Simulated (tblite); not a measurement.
Record of a relaxation.

Compound: C4H12GeN2O.
Atom-mapped SMILES: `[CH3:1][C:2](=[O:3])[NH:4][GeH2:5][N:6]([CH3:7])[CH3:8]` (hydrogens: H9, H10, H11 on C1; H12 on N4; H13, H14 on Ge5; H15, H16, H17 on C7; H18, H19, H20 on C8)

Computed with GFN2-xTB (tblite), gas phase: L-BFGS steps from a force-field or distance-geometry start until the largest atomic force falls under 0.01 eV/Å. 7 of its 208 geometries are shown.

Step 0: E = -721.3209 eV, largest atomic force 3.538 eV/Å
```
atom  x, y, z in Å  |  force x, y, z in eV/Å
C1      3.813   -0.140   -0.372   -0.034   1.872  -0.338
C2      2.448   -0.500    0.115   -1.684  -1.549   1.644
O3      2.359   -1.210    1.158   -0.722   1.943  -2.867
N4      1.271   -0.069   -0.553    1.552  -0.554   1.026
Ge5    -0.352   -0.630    0.222    0.654  -0.754   0.024
N6     -1.819    0.015   -0.785    0.197   0.746   0.371
C7     -1.922    1.446   -0.503   -0.424   0.853  -0.418
C8     -2.977   -0.571   -0.139    0.225  -0.186   1.153
H9      4.442   -1.002   -0.595   -0.293   0.149   0.073
H10     4.281    0.454    0.458   -0.195  -0.650  -0.648
H11     3.734    0.558   -1.241    0.252  -0.710   0.453
H12     1.296    0.506   -1.405    0.310  -0.508   0.717
H13    -0.524   -0.061    1.658    0.211  -0.163  -0.369
H14    -0.470   -2.179    0.170    0.234   0.533   0.027
H15    -1.631    1.691    0.538   -0.268   0.014  -0.144
H16    -2.983    1.778   -0.641    0.835  -0.208  -0.016
H17    -1.289    2.071   -1.154   -0.142  -0.450   0.019
H18    -3.927   -0.375   -0.676    0.679  -0.163   0.309
H19    -2.772   -1.642    0.023   -0.569   0.190  -0.412
H20    -2.984   -0.128    0.900   -0.819  -0.406  -0.603
```

Step 34: E = -722.2385 eV, largest atomic force 0.179 eV/Å
```
atom  x, y, z in Å  |  force x, y, z in eV/Å
C1      3.688   -0.056   -0.463   -0.066  -0.055  -0.017
C2      2.333   -0.493    0.033    0.088  -0.062   0.143
O3      2.233   -1.324    0.927   -0.086  -0.025   0.052
N4      1.194    0.020   -0.456    0.089  -0.032  -0.011
Ge5    -0.249   -0.694    0.497    0.017   0.095  -0.042
N6     -1.710    0.030   -0.358   -0.064   0.085  -0.013
C7     -1.814    1.469   -0.495   -0.037   0.040  -0.018
C8     -2.994   -0.583   -0.086    0.026   0.035  -0.040
H9      4.267   -0.957   -0.666   -0.012   0.112  -0.073
H10     4.200    0.473    0.343   -0.099   0.002  -0.093
H11     3.640    0.574   -1.347   -0.031  -0.026   0.025
H12     1.202    0.654   -1.240    0.023   0.001   0.033
H13    -0.074   -0.249    1.927    0.036   0.007   0.030
H14    -0.383   -2.167    0.303    0.052  -0.034  -0.030
H15    -1.944    2.004    0.457    0.013  -0.106   0.001
H16    -2.679    1.705   -1.119    0.032   0.013  -0.069
H17    -0.921    1.852   -0.990    0.008   0.005   0.069
H18    -3.711   -0.291   -0.860    0.051  -0.035   0.012
H19    -2.872   -1.666   -0.117   -0.059   0.041   0.093
H20    -3.412   -0.290    0.887    0.018  -0.062  -0.051
```

Step 69: E = -722.3041 eV, largest atomic force 0.032 eV/Å
```
atom  x, y, z in Å  |  force x, y, z in eV/Å
C1      3.623   -0.060   -0.572   -0.004  -0.002   0.004
C2      2.343   -0.533    0.065   -0.013   0.017   0.019
O3      2.304   -1.371    0.953    0.002   0.000  -0.014
N4      1.183    0.011   -0.335   -0.016  -0.011  -0.005
Ge5    -0.249   -0.705    0.612    0.021   0.023  -0.005
N6     -1.673    0.045   -0.268   -0.006  -0.015  -0.002
C7     -1.776    1.476   -0.458   -0.004  -0.015   0.010
C8     -2.979   -0.559   -0.133   -0.011  -0.001  -0.001
H9      4.246   -0.918   -0.811    0.006  -0.005   0.013
H10     4.159    0.552    0.151    0.017  -0.004  -0.011
H11     3.438    0.524   -1.469   -0.007  -0.006  -0.003
H12     1.165    0.660   -1.105   -0.005  -0.004   0.005
H13    -0.039   -0.339    2.063    0.008   0.016  -0.018
H14    -0.361   -2.173    0.354   -0.007   0.000   0.008
H15    -2.329    1.966    0.352    0.004  -0.003   0.020
H16    -2.302    1.683   -1.395    0.003   0.016  -0.008
H17    -0.782    1.915   -0.511    0.010   0.009   0.004
H18    -3.563   -0.383   -1.041    0.003  -0.007  -0.001
H19    -2.869   -1.633    0.011    0.003   0.010  -0.007
H20    -3.541   -0.148    0.716   -0.006  -0.018  -0.010
```

Step 104: E = -722.3153 eV, largest atomic force 0.053 eV/Å
```
atom  x, y, z in Å  |  force x, y, z in eV/Å
C1      3.611   -0.122   -0.631    0.000   0.001  -0.007
C2      2.335   -0.524    0.060    0.000  -0.024   0.005
O3      2.307   -1.275    1.025   -0.007   0.009  -0.004
N4      1.169   -0.028   -0.379    0.019   0.017   0.019
Ge5    -0.240   -0.640    0.675    0.049   0.019   0.000
N6     -1.663    0.073   -0.230   -0.021  -0.009  -0.015
C7     -1.809    1.510   -0.306   -0.009  -0.006   0.004
C8     -2.942   -0.599   -0.269   -0.017   0.002   0.006
H9      4.249   -0.994   -0.753   -0.015   0.001   0.008
H10     4.139    0.587    0.005    0.001   0.007  -0.013
H11     3.420    0.335   -1.597    0.001   0.002  -0.004
H12     1.134    0.564   -1.194    0.007  -0.020   0.007
H13     0.018   -0.091    2.055   -0.006  -0.010   0.015
H14    -0.355   -2.125    0.574   -0.024   0.009  -0.010
H15    -2.450    1.903    0.494    0.010   0.003   0.008
H16    -2.260    1.790   -1.264    0.009  -0.005  -0.001
H17    -0.830    1.983   -0.227   -0.012   0.001  -0.006
H18    -3.432   -0.404   -1.228   -0.004   0.001   0.009
H19    -2.793   -1.672   -0.165    0.020   0.001  -0.011
H20    -3.613   -0.261    0.531   -0.004  -0.002  -0.008
```

Step 138: E = -722.3182 eV, largest atomic force 0.014 eV/Å
```
atom  x, y, z in Å  |  force x, y, z in eV/Å
C1      3.609   -0.159   -0.650    0.007   0.000  -0.003
C2      2.342   -0.515    0.082    0.003   0.000  -0.009
O3      2.314   -1.243    1.063   -0.001   0.001  -0.007
N4      1.181    0.003   -0.346   -0.001  -0.002   0.003
Ge5    -0.237   -0.607    0.692    0.006   0.000   0.013
N6     -1.653    0.091   -0.240   -0.007   0.006   0.001
C7     -1.836    1.526   -0.276   -0.006   0.003  -0.003
C8     -2.916   -0.610   -0.308   -0.001   0.003   0.001
H9      4.257   -1.031   -0.693    0.004  -0.001   0.006
H10     4.130    0.617   -0.092   -0.006   0.003   0.000
H11     3.404    0.202   -1.654    0.000  -0.004   0.002
H12     1.146    0.566   -1.182    0.002  -0.001   0.006
H13    -0.009   -0.068    2.082   -0.003  -0.001  -0.012
H14    -0.348   -2.093    0.586   -0.002   0.002  -0.005
H15    -2.466    1.885    0.548    0.002   0.002  -0.006
H16    -2.313    1.815   -1.218    0.004   0.003   0.006
H17    -0.868    2.022   -0.209    0.001  -0.011   0.002
H18    -3.412   -0.380   -1.255   -0.001  -0.003   0.002
H19    -2.736   -1.682   -0.259    0.003   0.004   0.005
H20    -3.595   -0.329    0.507   -0.004  -0.006  -0.003
```

Step 172: E = -722.3218 eV, largest atomic force 0.032 eV/Å
```
atom  x, y, z in Å  |  force x, y, z in eV/Å
C1      3.608   -0.196   -0.665    0.021   0.016  -0.017
C2      2.338   -0.539    0.067    0.001  -0.011  -0.018
O3      2.290   -1.302    1.019    0.020   0.000   0.025
N4      1.192    0.032   -0.335   -0.008  -0.002   0.015
Ge5    -0.230   -0.590    0.694   -0.001   0.000   0.011
N6     -1.652    0.119   -0.216   -0.007   0.014   0.003
C7     -1.861    1.550   -0.227   -0.009   0.006  -0.007
C8     -2.894   -0.611   -0.333   -0.006   0.006   0.007
H9      4.357   -0.959   -0.470   -0.017   0.016  -0.008
H10     3.982    0.759   -0.299   -0.008  -0.005  -0.006
H11     3.426   -0.114   -1.735    0.021  -0.011   0.019
H12     1.176    0.630   -1.147   -0.004   0.000   0.000
H13     0.009   -0.074    2.091   -0.005   0.002  -0.016
H14    -0.349   -2.071    0.559   -0.005  -0.009  -0.006
H15    -2.533    1.879    0.577    0.017  -0.014   0.005
H16    -2.304    1.857   -1.179   -0.002  -0.007  -0.011
H17    -0.906    2.060   -0.107    0.009  -0.001   0.007
H18    -3.365   -0.389   -1.295    0.007   0.000   0.008
H19    -2.686   -1.678   -0.283   -0.022   0.008  -0.008
H20    -3.605   -0.352    0.461   -0.002  -0.008  -0.005
```

Step 207: E = -722.3274 eV, largest atomic force 0.009 eV/Å
```
atom  x, y, z in Å  |  force x, y, z in eV/Å
C1      3.609   -0.147   -0.644    0.000  -0.003  -0.005
C2      2.345   -0.549    0.069   -0.002   0.004  -0.004
O3      2.311   -1.334    1.004   -0.004   0.002   0.002
N4      1.186   -0.008   -0.341   -0.002   0.003  -0.002
Ge5    -0.244   -0.655    0.656   -0.002  -0.003   0.002
N6     -1.656    0.102   -0.237    0.004  -0.001   0.007
C7     -1.812    1.540   -0.228    0.004   0.001   0.003
C8     -2.930   -0.575   -0.316    0.007   0.003  -0.003
H9      4.452   -0.684   -0.218    0.006   0.004  -0.001
H10     3.770    0.924   -0.536   -0.004  -0.003   0.004
H11     3.530   -0.380   -1.704   -0.007  -0.003   0.005
H12     1.166    0.602   -1.143    0.003   0.000  -0.002
H13    -0.009   -0.194    2.072    0.000   0.005   0.004
H14    -0.374   -2.132    0.476   -0.001   0.003  -0.007
H15    -2.441    1.884    0.604   -0.002   0.001   0.003
H16    -2.276    1.872   -1.161   -0.001  -0.006  -0.001
H17    -0.835    2.014   -0.136    0.004  -0.001  -0.002
H18    -3.426   -0.318   -1.256    0.000   0.000   0.004
H19    -2.767   -1.651   -0.290   -0.006   0.002  -0.002
H20    -3.602   -0.301    0.508    0.004  -0.005  -0.005
```

Task: Summarise the path.

Result: The energy falls by 23.21 kcal/mol from step 0 to step 207; nine tenths of that is first reached at step 32. It rises by more than 0.2 meV at step 37. The largest force goes from 3.538 to 0.009 eV/Å. Among the bonds C2–N4 changes most, from 1.420 to 1.343 Å; the atoms move by 0.646 Å rms after alignment.

Task: Follow the three bonds and two angles with the largest change from start to end.

Result: 
```
step  E above end (kcal/mol)  largest force (eV/Å)  C2–N4 (Å)  Ge5–H14 (Å)  Ge5–N6 (Å)  Ge5–N6–C8 (°)  Ge5–N6–C7 (°)
   0                   23.21                 3.538      1.420        1.554       1.892          104.2          106.6
   9                    6.88                 0.562      1.352        1.496       1.853          107.9          114.6
  18                    3.87                 0.213      1.344        1.493       1.859          112.9          117.0
  27                    2.98                 0.179      1.343        1.488       1.852          114.4          118.1
  36                    1.82                 0.257      1.341        1.487       1.843          117.1          119.8
  45                    1.02                 0.123      1.343        1.488       1.840          117.7          119.6
  54                    0.79                 0.077      1.343        1.492       1.839          118.2          120.3
  63                    0.58                 0.053      1.343        1.495       1.835          119.2          121.5
  72                    0.52                 0.037      1.342        1.496       1.835          119.0          121.2
  81                    0.48                 0.043      1.342        1.497       1.836          119.2          120.5
  90                    0.38                 0.048      1.341        1.495       1.833          120.6          119.0
  99                    0.31                 0.048      1.341        1.495       1.835          121.3          119.1
 108                    0.26                 0.031      1.341        1.494       1.832          121.6          119.4
 117                    0.24                 0.018      1.341        1.494       1.832          121.4          119.5
 126                    0.23                 0.023      1.342        1.493       1.833          121.0          119.4
 135                    0.21                 0.023      1.341        1.495       1.835          120.9          119.3
 144                    0.20                 0.018      1.341        1.493       1.833          121.2          119.2
 153                    0.19                 0.029      1.342        1.493       1.833          121.3          119.4
 162                    0.17                 0.052      1.341        1.492       1.832          120.7          119.8
 171                    0.13                 0.034      1.341        1.492       1.832          120.7          119.9
 180                    0.10                 0.024      1.342        1.494       1.831          120.9          120.0
 189                    0.07                 0.025      1.343        1.493       1.832          121.1          120.0
 198                    0.04                 0.030      1.343        1.495       1.835          121.0          119.6
 207                    0.00                 0.009      1.343        1.494       1.834          120.8          119.4
```

The cost below is that of the whole relaxation. The run took 2.8 s on Arm Neoverse N1, one thread, shared host with 64 logical CPUs at a one-minute load of 62.
